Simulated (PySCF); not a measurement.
C6H9N3.
Numbering: `[CH2:1]=[CH:2][n:3]1[c:4]([CH3:5])[n:6][n:7][c:8]1[CH3:9]` (hydrogens: H10, H11 on C1; H12 on C2; H13, H14, H15 on C5; H16, H17, H18 on C9)

The same species was optimised twice, with GFN2-xTB and with PBE0-D3(BJ)/def2-SVP (PySCF), and the same property calculations (PySCF, gas phase) were run on both structures.

| coordinate | GFN2-xTB | PBE0-D3(BJ)/def2-SVP | change |
| --- | --- | --- | --- |
| N6–N7 (Å) | 1.348 | 1.361 | +0.013 |
| C1=C2 (Å) | 1.324 | 1.335 | +0.011 |
| C2–N3 (Å) | 1.389 | 1.397 | +0.008 |
| N7–C8 (Å) | 1.295 | 1.302 | +0.007 |
| C4–N6 (Å) | 1.297 | 1.304 | +0.007 |
| C8–C9 (Å) | 1.480 | 1.483 | +0.003 |
| C4–C5 (Å) | 1.480 | 1.482 | +0.002 |
| N3–C8 (Å) | 1.385 | 1.384 | -0.001 |
| N3–C4 (Å) | 1.384 | 1.385 | +0.001 |
| C4–N3–C8 (°) | 103.1 | 104.1 | +1.0 |
| C2–N3–C4 (°) | 132.4 | 131.5 | -0.9 |
| C5–C4–N6 (°) | 123.3 | 124.1 | +0.8 |
| C1–C2–N3 (°) | 127.8 | 128.4 | +0.6 |
| N3–C4–N6 (°) | 109.8 | 109.3 | -0.5 |
| N3–C8–N7 (°) | 110.1 | 109.8 | -0.3 |
| N3–C4–C5 (°) | 126.9 | 126.6 | -0.3 |
| N7–C8–C9 (°) | 125.1 | 125.3 | +0.2 |
| C1–C2–N3–C4 (°) | 6 | 6 | 0 |

Rotational constants: A = 2294, B = 1804, C = 1023 MHz (GFN2-xTB) against A = 2286, B = 1785, C = 1016 MHz (PBE0-D3(BJ)/def2-SVP).

On the GFN2-xTB structure: HOMO (eV) -7.17 [PBE0/pcSseg-1]; LUMO (eV) -0.87 [PBE0/pcSseg-1]; dipole (D) 5.23 [PBE0/pcSseg-1]; GIAO shielding of C1 (ppm) 82.4 [PBE0/pcSseg-1]; GIAO shielding of C2 (ppm) 52.4 [PBE0/pcSseg-1]; GIAO shielding of N3 (ppm) 56.0 [PBE0/pcSseg-1]; GIAO shielding of C4/C8 (mean) (ppm) 33.5 [PBE0/pcSseg-1]; GIAO shielding of C5/C9 (mean) (ppm) 171.6 [PBE0/pcSseg-1]; GIAO shielding of N6/N7 (mean) (ppm) -90.4 [PBE0/pcSseg-1].

What do these properties become on the PBE0-D3(BJ)/def2-SVP structure?

```
                                    property          level  on GFN2-xTB  on PBE0-D3(BJ)/def2-SVP  change
                                   HOMO (eV)  PBE0/pcSseg-1        -7.17                    -7.20   -0.03
                                   LUMO (eV)  PBE0/pcSseg-1        -0.87                    -0.92   -0.05
                                  dipole (D)  PBE0/pcSseg-1         5.23                     5.28   +0.05
energy, GFN2-xTB geometry as zero (kcal/mol)  PBE0/pcSseg-1          0.0                     -0.6    -0.6
                  GIAO shielding of C1 (ppm)  PBE0/pcSseg-1         82.4                     79.3    -3.1
                  GIAO shielding of C2 (ppm)  PBE0/pcSseg-1         52.4                     49.6    -2.8
                  GIAO shielding of N3 (ppm)  PBE0/pcSseg-1         56.0                     54.1    -1.9
        GIAO shielding of C4/C8 (mean) (ppm)  PBE0/pcSseg-1         33.5                     32.2    -1.3
        GIAO shielding of C5/C9 (mean) (ppm)  PBE0/pcSseg-1        171.6                    170.0    -1.6
        GIAO shielding of N6/N7 (mean) (ppm)  PBE0/pcSseg-1        -90.4                    -97.9    -7.5
```

The heavy atoms differ by 0.013 Å rms after alignment. Among bonds between heavy atoms N6–N7 changes most (+0.013 Å). Changes are differences of the printed values. Neither structure is proved a minimum here.

Conformer computed: `[CH2:1]=[CH:2][n:3]1[c:4]([CH3:5])[n:6][n:7][c:8]1[CH3:9]`: C1–C2–N3–C4 6°.
